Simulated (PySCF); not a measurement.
## Relaxation of singlet TeF₃⁺

These are results of PBE0/[Te def2-TZVP with ECP28, F def2-TZVP], scalar-relativistic core potentials, density fitting, no spin–orbit coupling, PySCF, not measurements. A (50,194) grid was used.

A hand-made trigonal planar start, of D3h symmetry, held to at least that symmetry:

```xyz
4
charge 1 multiplicity 1, angstrom
Te    0.0000    0.0000    0.0000
F     1.9600    0.0000    0.0000
F    -0.9800    1.6974    0.0000
F    -0.9800   -1.6974    0.0000
```

Optimiser trace:
```csv
step,E − E(last) (kJ/mol),largest gradient (Eh/bohr)
0,27.06,0.04009
1,0.99,0.00906
2,0.05,0.00193
3,0.00,0.00007
```

It ends at D3h with Te–F 1.875 Å (×3); F–Te–F 120.0° (×3). A frequency run shows 3 imaginary modes, down to 355i cm⁻¹, so it is a higher-order saddle point. Other isomers or separated fragments may lie lower.

Final geometry:
```xyz
4
charge 1 multiplicity 1, angstrom
Te    0.0000    0.0000    0.0000
F     1.8753    0.0000    0.0000
F    -0.9377    1.6241    0.0000
F    -0.9377   -1.6241    0.0000
```
